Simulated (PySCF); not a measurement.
**`C1=C\C(Br)=C/C=C\C=C/1`, C8H7Br**

Geometry:
```tsv
atom	x (Å)	y (Å)	z (Å)
Br1	2.853	0.106	0.501
C2	1.179	0.251	-0.399
C3	0.516	1.415	-0.353
C4	-0.748	1.696	-1.042
C5	-1.896	1.009	-0.930
C6	-2.141	-0.181	-0.107
C7	-1.457	-1.336	-0.128
C8	-0.319	-1.663	-0.993
C9	0.822	-0.971	-1.129
H10	0.978	2.251	0.183
H11	-0.761	2.615	-1.641
H12	-2.777	1.412	-1.446
H13	-3.031	-0.133	0.533
H14	-1.830	-2.160	0.494
H15	-0.401	-2.607	-1.546
H16	1.607	-1.374	-1.779
```

Method: TDDFT CAM-B3LYP/aug-cc-pVDZ excited states, vertical, gas phase (PySCF). Geometry: PBE0-D3(BJ)/def2-SVP.

The calculation is non-relativistic, which matters for the atoms heavier than Zn.

Task: How strongly do the lowest singlets absorb one photon, and two photons of half the energy?

Result: δ for parallel linear polarisation; σ at the peak of a Lorentzian of half width 0.1 eV, single beam; Ω is circular over linear.
```
state  E (eV)      f  photon λ (nm)  δ (au)  σ (GM)     Ω                                main
   S1    3.72  0.001            666    8.95    0.04  0.61                      HOMO→LUMO 0.98
   S2    5.08  0.010            488    48.5    0.46  0.48  HOMO→LUMO+2 0.41, HOMO−1→LUMO 0.16
   S3    5.37  0.054            462    41.8    0.44  1.10  HOMO−1→LUMO 0.56, HOMO→LUMO+2 0.11
   S4    5.60  0.008            443     135    1.56  0.12  HOMO→LUMO+1 0.53, HOMO−2→LUMO 0.25
   S5    5.74  0.149            432     125    1.51  0.20  HOMO−2→LUMO 0.31, HOMO→LUMO+1 0.29
   S6    5.85  0.186            424    94.8    1.19  1.28  HOMO→LUMO+3 0.46, HOMO−1→LUMO 0.12
```
